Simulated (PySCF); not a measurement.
Record of a relaxation.

Species: Si(OAc)2H2, C4H8O4Si.
Bonds: Si1–O2, Si1–O9, O2–C3, C3–C4, C3–O5, O9–C10, C10–C11, C10–O12. Hydrogens: H16, H17 on Si1; H6, H7, H8 on C4; H13, H14, H15 on C11.

Computed by this run: PBE0-D3(BJ)/def2-SVP geometry optimisation, gas phase (PySCF 2.14.0); density fitting, grid level 1; the optimiser is geomeTRIC in internal coordinates, started from a GFN2-xTB structure with every atom displaced at random (about 0.03 Å). 7 of its 10 geometries are shown. The frame can shift and turn from step to step; on so coarse a grid that alone can change the energy by a few meV, and forces under 0.02 eV/Å are noise.

Step 0: E = -20317.5914 eV, largest atomic force 6.402 eV/Å
```
atom  x, y, z in Å  |  force x, y, z in eV/Å
Si1    -0.769   -0.075   -0.576   -3.983   3.490  -0.612
O2     -0.656   -0.038    1.044   -0.025  -0.306   1.782
C3     -1.772   -0.050    1.810    5.795   0.064   2.718
C4     -1.262   -0.063    3.285   -6.095  -0.240  -0.569
O5     -2.834   -0.057    1.358   -4.153  -0.064  -1.155
H6     -2.278   -0.093    3.887    2.098  -0.044  -0.654
H7     -0.759    0.815    3.542    1.174   1.772   0.271
H8     -0.692   -0.921    3.483    1.079  -1.506   0.237
O9      0.774    0.037   -0.896    3.823  -0.233  -1.729
C10     1.162    0.031   -2.194    1.029   0.399   0.575
C11     2.637    0.059   -2.344   -0.678   0.112  -2.214
O12     0.401    0.034   -3.111   -1.107  -0.159  -0.284
H13     2.850    0.092   -3.450    0.062  -0.267   1.041
H14     3.040   -0.787   -1.845    0.740  -1.129   0.452
H15     3.037    0.931   -1.889    0.507   1.162   0.702
H16    -1.464    1.279   -0.989    0.502  -1.265   0.162
H17    -1.442   -1.195   -1.055   -0.769  -1.785  -0.724
```

Step 2: E = -20318.5221 eV, largest atomic force 1.614 eV/Å
```
atom  x, y, z in Å  |  force x, y, z in eV/Å
Si1    -0.840    0.080   -0.569    0.078  -0.752  -0.164
O2     -0.706    0.013    1.125   -0.697   0.084  -1.428
C3     -1.822   -0.073    1.873   -0.059  -0.072   0.180
C4     -1.325   -0.086    3.263    0.134   0.046   0.649
O5     -2.972   -0.131    1.485    1.601   0.152  -0.133
H6     -2.162   -0.179    3.919   -0.774  -0.108   0.939
H7     -0.788    0.861    3.476   -0.053  -0.367  -0.094
H8     -0.635   -0.941    3.405   -0.109   0.330  -0.050
O9      0.817    0.094   -0.956   -0.211   0.063   0.050
C10     1.183    0.031   -2.248    0.003  -0.176   0.251
C11     2.677    0.044   -2.366    0.000   0.153   0.152
O12     0.371   -0.044   -3.138    0.278   0.130   0.227
H13     2.958   -0.018   -3.413    0.174  -0.054  -0.347
H14     3.111   -0.797   -1.793   -0.148   0.190  -0.132
H15     3.071    0.982   -1.926   -0.114  -0.253  -0.086
H16    -1.476    1.317   -0.989   -0.209   0.480  -0.123
H17    -1.491   -1.156   -1.089    0.107   0.155   0.109
```

Step 3: E = -20318.7312 eV, largest atomic force 0.671 eV/Å
```
atom  x, y, z in Å  |  force x, y, z in eV/Å
Si1    -0.775    0.081   -0.549   -0.202  -0.632  -0.101
O2     -0.606    0.020    1.142   -0.007   0.070   0.312
C3     -1.712   -0.066    1.902   -0.153  -0.049  -0.364
C4     -1.443   -0.092    3.366    0.534   0.057  -0.036
O5     -2.812   -0.120    1.409    0.083   0.061  -0.150
H6     -2.379   -0.187    3.903   -0.410  -0.048   0.213
H7     -0.940    0.845    3.663    0.059  -0.170  -0.003
H8     -0.783   -0.942    3.606    0.032   0.160   0.016
O9      0.874    0.098   -0.959    0.221   0.075   0.069
C10     1.203    0.034   -2.259   -0.077  -0.148   0.196
C11     2.683    0.045   -2.482   -0.002   0.121   0.168
O12     0.353   -0.040   -3.110    0.013   0.101  -0.105
H13     2.899   -0.020   -3.549    0.036  -0.032  -0.157
H14     3.151   -0.793   -1.940   -0.065   0.083  -0.044
H15     3.105    0.978   -2.069   -0.037  -0.127  -0.028
H16    -1.425    1.320   -0.964   -0.130   0.358  -0.074
H17    -1.424   -1.160   -1.049    0.104   0.120   0.089
```

Step 4: E = -20318.7550 eV, largest atomic force 0.562 eV/Å
```
atom  x, y, z in Å  |  force x, y, z in eV/Å
Si1    -0.757    0.018   -0.531   -0.424   0.257  -0.265
O2     -0.594    0.006    1.161    0.119  -0.063   0.200
C3     -1.718   -0.056    1.889    0.115   0.101  -0.009
C4     -1.458   -0.082    3.366   -0.255  -0.024   0.018
O5     -2.801   -0.073    1.362   -0.060  -0.047  -0.003
H6     -2.414   -0.150    3.908    0.174   0.008  -0.093
H7     -0.923    0.834    3.662    0.014  -0.052  -0.024
H8     -0.816   -0.940    3.617    0.009   0.045  -0.009
O9      0.894    0.078   -0.933    0.319  -0.141   0.005
C10     1.207    0.059   -2.238   -0.091   0.206   0.099
C11     2.680    0.052   -2.501   -0.006  -0.006   0.056
O12     0.344    0.074   -3.079   -0.072  -0.102  -0.099
H13     2.868    0.040   -3.580   -0.020  -0.017   0.029
H14     3.136   -0.827   -2.020    0.011   0.014  -0.012
H15     3.137    0.944   -2.046   -0.013  -0.030   0.002
H16    -1.441    1.265   -0.971    0.104  -0.161   0.070
H17    -1.373   -1.242   -1.006    0.073   0.012   0.036
```

Step 6: E = -20318.7715 eV, largest atomic force 0.244 eV/Å
```
atom  x, y, z in Å  |  force x, y, z in eV/Å
Si1    -0.717    0.032   -0.496    0.003  -0.223  -0.098
O2     -0.534    0.005    1.204    0.034   0.048   0.059
C3     -1.690   -0.046    1.871   -0.059  -0.060  -0.026
C4     -1.520   -0.086    3.352    0.226   0.025   0.027
O5     -2.745   -0.064    1.281    0.021   0.026  -0.017
H6     -2.489   -0.154    3.847   -0.137  -0.002   0.059
H7     -0.980    0.814    3.680   -0.039   0.025   0.010
H8     -0.884   -0.941    3.625   -0.034  -0.031  -0.006
O9      0.952    0.055   -0.881    0.215   0.072   0.002
C10     1.209    0.054   -2.192   -0.062  -0.101   0.026
C11     2.663    0.062   -2.538    0.006   0.001   0.111
O12     0.303    0.035   -2.991   -0.097   0.050  -0.132
H13     2.793    0.039   -3.625   -0.028   0.020   0.001
H14     3.155   -0.809   -2.080   -0.001  -0.007   0.012
H15     3.136    0.958   -2.112    0.019   0.016  -0.006
H16    -1.364    1.279   -0.926   -0.048   0.142  -0.030
H17    -1.316   -1.235   -0.958   -0.017  -0.001   0.007
```

Step 8: E = -20318.7762 eV, largest atomic force 0.077 eV/Å
```
atom  x, y, z in Å  |  force x, y, z in eV/Å
Si1    -0.706    0.011   -0.495   -0.054   0.039  -0.037
O2     -0.517   -0.011    1.209    0.004  -0.002   0.030
C3     -1.679   -0.047    1.868    0.021  -0.009   0.005
C4     -1.525   -0.081    3.355   -0.036   0.003   0.010
O5     -2.728   -0.050    1.267   -0.007   0.001   0.006
H6     -2.511   -0.130    3.833    0.040   0.003  -0.016
H7     -0.983    0.816    3.689   -0.007   0.005  -0.004
H8     -0.914   -0.949    3.643   -0.009  -0.005  -0.006
O9      0.964    0.035   -0.884    0.007   0.014  -0.006
C10     1.205    0.051   -2.198    0.013  -0.027   0.004
C11     2.660    0.069   -2.539   -0.002   0.000  -0.016
O12     0.295    0.046   -2.993    0.004   0.013   0.011
H13     2.789    0.069   -3.627    0.004   0.003   0.003
H14     3.153   -0.809   -2.095   -0.002   0.000   0.000
H15     3.130    0.960   -2.098    0.001   0.004   0.001
H16    -1.347    1.274   -0.919    0.025  -0.038   0.011
H17    -1.314   -1.253   -0.955   -0.001  -0.004   0.004
```

Step 9: E = -20318.7766 eV, largest atomic force under 0.02 eV/Å
```
atom  x, y, z in Å  |  force x, y, z in eV/Å
Si1    -0.704    0.008   -0.494   -0.011   0.002  -0.011
O2     -0.515   -0.016    1.212   -0.001  -0.002   0.013
C3     -1.678   -0.048    1.867    0.007  -0.003  -0.004
C4     -1.530   -0.079    3.355   -0.002   0.002   0.003
O5     -2.725   -0.051    1.263   -0.001   0.000   0.002
H6     -2.516   -0.125    3.829    0.005   0.001  -0.002
H7     -0.987    0.818    3.688   -0.003   0.000  -0.002
H8     -0.923   -0.949    3.647   -0.004  -0.001  -0.002
O9      0.968    0.030   -0.881    0.006   0.002  -0.003
C10     1.207    0.050   -2.195   -0.001   0.002  -0.001
C11     2.661    0.070   -2.542    0.001  -0.004  -0.001
O12     0.294    0.052   -2.988    0.001  -0.001   0.004
H13     2.786    0.076   -3.630    0.000   0.001   0.002
H14     3.155   -0.810   -2.104    0.001   0.001  -0.001
H15     3.132    0.958   -2.097    0.000   0.001   0.000
H16    -1.340    1.271   -0.916    0.002   0.000   0.000
H17    -1.313   -1.256   -0.954    0.001  -0.001   0.002
```

Task: Summarise the path.

Result: The energy falls by 1.1852 eV from step 0 to step 9; nine tenths of that is first reached at step 3. It falls at every step. The largest force goes from 6.402 to under 0.02 eV/Å. Among the bonds Si1–O9 changes most, from 1.579 to 1.716 Å; the atoms move by 0.205 Å rms after alignment.

Task: Follow the three bonds and two angles with the largest change from start to end.

Result: 
| step | E above end (eV) | largest force (eV/Å) | Si1–O9 (Å) | Si1–H16 (Å) | Si1–O2 (Å) | C3–C4–H6 (°) | O2–C3–C4 (°) |
| --- | --- | --- | --- | --- | --- | --- | --- |
| 0 | 1.1852 | 6.402 | 1.579 | 1.578 | 1.625 | 101.6 | 105.4 |
| 1 | 0.4560 | 3.606 | 1.627 | 1.553 | 1.655 | 103.5 | 112.0 |
| 2 | 0.2545 | 1.614 | 1.701 | 1.453 | 1.701 | 108.3 | 104.1 |
| 3 | 0.0454 | 0.671 | 1.699 | 1.460 | 1.700 | 109.4 | 114.1 |
| 4 | 0.0216 | 0.562 | 1.700 | 1.489 | 1.700 | 109.6 | 113.0 |
| 5 | 0.0104 | 0.337 | 1.704 | 1.482 | 1.703 | 110.1 | 113.3 |
| 6 | 0.0051 | 0.244 | 1.712 | 1.469 | 1.710 | 110.5 | 113.4 |
| 7 | 0.0011 | 0.159 | 1.715 | 1.473 | 1.714 | 110.3 | 113.8 |
| 8 | 0.0004 | 0.077 | 1.715 | 1.479 | 1.715 | 110.0 | 113.7 |
| 9 | 0.0000 | under 0.02 | 1.716 | 1.476 | 1.716 | 110.0 | 113.8 |

What follows is the cost of the whole optimisation. The run took 2.3 min of wall time on one thread, Arm Neoverse V2 (aarch64), no GPU, on a shared host, and the process peaked at 0.69 GiB of memory.
